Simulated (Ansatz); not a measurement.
Ansatz (a first-principles code) input for Sn(H)2(Me)2 (C₂H₈Sn), SMILES [CH3][SnH2][CH3], PBE0/def2-SVPD. Geometry: B3LYP-D3(BJ)/def2-SVP. The def2 effective core potentials stand for the cores of Sn; spin–orbit coupling is left out.

Ansatz 0.2 input:
```yaml
crystal:
  periodic: [false, false, false]
  atoms:
    - {symbol: Sn, position_ang: [0.00000000, 0.00000000, -0.31068806]}
    - {symbol: C, position_ang: [1.77704783, -0.00000000, 0.93700910]}
    - {symbol: C, position_ang: [-1.77704784, -0.00000000, 0.93700910]}
    - {symbol: H, position_ang: [-0.00000000, -1.40150605, -1.31962605]}
    - {symbol: H, position_ang: [0.00000000, 1.40150606, -1.31962605]}
    - {symbol: H, position_ang: [1.78437403, 0.89501566, 1.57612999]}
    - {symbol: H, position_ang: [2.68198919, 0.00000000, 0.31251286]}
    - {symbol: H, position_ang: [1.78437402, -0.89501565, 1.57612999]}
    - {symbol: H, position_ang: [-2.68198919, 0.00000000, 0.31251284]}
    - {symbol: H, position_ang: [-1.78437403, 0.89501567, 1.57612998]}
    - {symbol: H, position_ang: [-1.78437403, -0.89501567, 1.57612998]}
basis:
  gaussian:
    orbitals: def2-SVPD
hamiltonian:
  xc: {name: PBE0}
```

Log of the run:

```
WARN ansatz: RAYON_NUM_THREADS=1 ignored (pool sized by the plan → 1); use --threads N
Functional definition: PBE0
integrals: 0.06 GiB planned
1265 factors; their error is unknown
mean field: 0.56 GiB planned
mean field evaluation 1: about -8023.1362 eV, gradient 5.7e1 eV
mean field evaluation 2: about -8018.2543 eV, gradient 6.7e1 eV
mean field evaluation 4: about -8031.2020 eV, gradient 1.1e0 eV
mean field evaluation 8: about -8031.2693 eV, gradient 2.1e-1 eV
mean field evaluation 16: about -8031.2694 eV, gradient 1.9e-5 eV
mean field -8031.26941835 eV, -295.1437073344 hartree, gradient 1.9e-5 eV, S^2 0.000000; 0 other end points of the search recorded, 0 dependent functions left out
reference -8031.26945858 eV, -295.1437088130 hartree; 21, 21 occupied and 115, 115 virtual orbitals, 1265 factors
Total energy: -8031.26945858 eV, -295.1437088130 hartree
```

The run converged.

Cost: roughly 4 core-seconds.
